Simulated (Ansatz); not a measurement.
System: H2BO3, charge 0, doublet. H2BO3 (SMILES OB(O)[O], doublet).
B3LYP-D3(BJ)/def2-TZVP minimum from Ansatz (a first-principles code):
```xyz
6

O     -1.2087    -0.7639    -0.0299
B     -0.0439    -0.0278    -0.0011
O     -0.1955     1.3229     0.1421
O      1.1156    -0.7414    -0.1194
H      0.6099     1.8240     0.2939
H      1.9185    -0.2260    -0.2314
```
Charge 0, spin multiplicity 2.

Atomisation energy term by term, kcal/mol (programs: Ansatz). UHF or UKS for unpaired electrons; spin-orbit terms are left out. Correlated methods leave the cores frozen. Rows without X2C or -DK are non-relativistic. CBS(X,Y): correlation extrapolated as X^-3, Hartree-Fock from the larger set. A bracket is a step between two methods taken in the basis named. '+ core + X2C': CCSD(T) terms for core correlation (cc-pwCVTZ) and scalar relativity (cc-pVTZ-DK). For partners of very few electrons the exact lower level stands in for a higher one.

| term | basis | kcal/mol |
|---|---|---|
| Hartree-Fock | cc-pVQZ | 431.73 |
| CCSD correlation | CBS(cc-pVTZ,cc-pVQZ) | 159.42 |
| (T) | CBS(cc-pVTZ,cc-pVQZ) | 11.67 |
| CCSDT(Q) - CCSD(T) | cc-pVDZ | 0.80 |
| core correlation | cc-pwCVTZ | 2.43 |
| scalar relativity | X2C, cc-pVTZ-DK | -0.79 |
| sum: De |  | 605.3 |
